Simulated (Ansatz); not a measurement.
Silicon tetrafluoride + `F[SiH2]F` → `F[SiH](F)[Si](F)(F)F` + H–F  (formal exchange of groups at the Si–F bond)

Isolated molecules relaxed with PBE0-D4/def2-TZVP in Ansatz; ΔE leaves out vibrations. CCSD(T)/CBS adds triple-zeta CCSD(T) − MP2 to the extrapolated MP2 energy (def2 sets, frozen cores). This one scheme is used for every species. DFT in def2-TZVPP. HSE06 is defined as in plane-wave codes. Each species was taken in one conformer, which may not be the lowest.

`F[Si](F)(F)F`:

```xyz
5

F    -1.032   -0.970   -0.658
Si    0.000    0.000    0.000
F    -0.341    0.173    1.514
F    -0.064    1.389   -0.711
F     1.438   -0.593   -0.145
```

`F[SiH2]F`:

```xyz
5

F    -0.896   -0.572   -1.134
Si    0.015   -0.028    0.044
F     0.412    1.469   -0.295
H    -0.777   -0.032    1.288
H     1.246   -0.838    0.097
```

`F[SiH](F)[Si](F)(F)F`:

Cartesian coordinates in Å:
```
F 1.685 1.308 0.704
Si 0.224 0.727 0.910
F 0.221 -0.152 2.230
Si -0.260 -0.683 -0.902
F -1.691 -1.328 -0.741
F -0.254 0.128 -2.256
F 0.787 -1.854 -1.035
H -0.713 1.854 1.091
```

H–F:

Cartesian coordinates in Å:
```
F -0.360 -0.270 -0.095
H 0.360 0.270 0.095
```

| species | HSE06 energy (Eh) |
| --- | --- |
| `F[Si](F)(F)F` | -688.81500 |
| `F[SiH2]F` | -490.27679 |
| `F[SiH](F)[Si](F)(F)F` | -1078.63932 |
| H–F | -100.38998 |

Problem. Work out ΔE.

Solution. ΔE = (-1078.63932) + (-100.38998) − (-688.81500) − (-490.27679) = 0.06249 Eh = +164.1 kJ/mol. CCSD(T)/CBS gives +178.3 kJ/mol.

Largest T1 diagnostic among the species: 0.013.

Leaving LDA and LC-ωPBE aside and taking each functional with its dispersion term where it has one, the values, not all of them listed here, spread over 40.8 kJ/mol, from revPBE-D4 to B2PLYP. LDA lies +4.1 kJ/mol from PBE without D4. From r2SCAN to r2SCAN0 (25 % exact exchange), in def2-TZVPP and without D4, ΔE moves by +4.7 kJ/mol. In def2-TZVPP, CCSD(T) changes the Hartree–Fock value by −27.7 kJ/mol (the triples alone add −4.2 kJ/mol) and MP2 by −22.7 kJ/mol.
